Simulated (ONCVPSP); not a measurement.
## What the settings do to the ONCV potential of copper (Cu)

Base potential:

- Element: copper
- Generator: ONCVPSP 4.0.1
- Type: optimised norm-conserving Vanderbilt (ONCV)
- Functional: PBE
- Relativity: non-relativistic
- Frozen core: [Ne]
- Valence charge: 19
- Reference configuration: 3s2 3p6 3d10 4s0.5 (charge +0.5)
- Partial waves: 3s+4s: rc 1.35 bohr, ncon 4, nbas 8, qcut 7 1/bohr, 2 projectors; 3p: rc 0.70 bohr, ncon 4, nbas 7, qcut 13.3 1/bohr, 1 projector; 3d: rc 1.20 bohr, ncon 4, nbas 9, qcut 13.3 1/bohr, 2 projectors, debl 0.6 Ha
- Local potential: polynomial inside 0.50 bohr (lpopt 4, dvloc0 6 Ha)
- Core correction: none

All-electron outer shells of the reference configuration (PBE, non-relativistic, ld1.x):

```csv
shell,level (eV),outermost node (bohr),outermost maximum (bohr)
2p,-915.56,–,0.16
3s,-114.99,0.29,0.62
3p,-75.16,0.26,0.63
3d,-9.26,–,0.60
4s,-7.86,0.90,2.24
```

Cutoffs, loose and tight: the cutoffs (Ha) at which the residual kinetic energy of the hardest occupied pseudo-wave falls to 1 and 0.1 mHa per electron. They do not see the model core or the augmentation charge, which bear on the density cutoff. Test errors are all-electron minus pseudo excitation energies from the reference, over the configurations 3s2 3p6 3d10 4s1; 3s2 3p6 3d10 4s0; 3s2 3p6 3d9 4s0; 3s2 3p6 3d8 4s0. A dash means not determined; rows that change the core or the reference have their own tests.

| change | outcome | cutoff, loose | cutoff, tight | bound ghosts | GHOST(+) flags above zero | largest test error (meV) |
| --- | --- | --- | --- | --- | --- | --- |
| base | generated | 84 Ha | 243 Ha | none | none | +41 |
| s: rc 0.92 | generated | 194 Ha | 243 Ha | none | s | +39 |
| s: rc 1.1 | generated | 84 Ha | 243 Ha | none | s | +40 |
| s: rc 1.34 | generated | 84 Ha | 243 Ha | none | none | +41 |
| s: rc 1.46 | generated | 84 Ha | 243 Ha | none | none | +41 |
| s: rc 1.58 | generated | 84 Ha | 243 Ha | none | none | +41 |
| s: rc 1.74 | generated | 84 Ha | 243 Ha | none | none | +39 |
| s: rc 1.9 | generated | 84 Ha | 243 Ha | none | none | +37 |

Reading the sweep of the s radius (base included, trends over the rows without a ghost): The loose cutoff falls from 194 Ha at 0.92 to 84 Ha at 1.9 bohr. A larger radius leaves more room for a smooth pseudo-wave, so fewer plane waves are needed; a smaller one forces it to follow the all-electron wave where it bends sharply. The median size of the test errors (rows with all tests solved) stays near 1.8 meV.
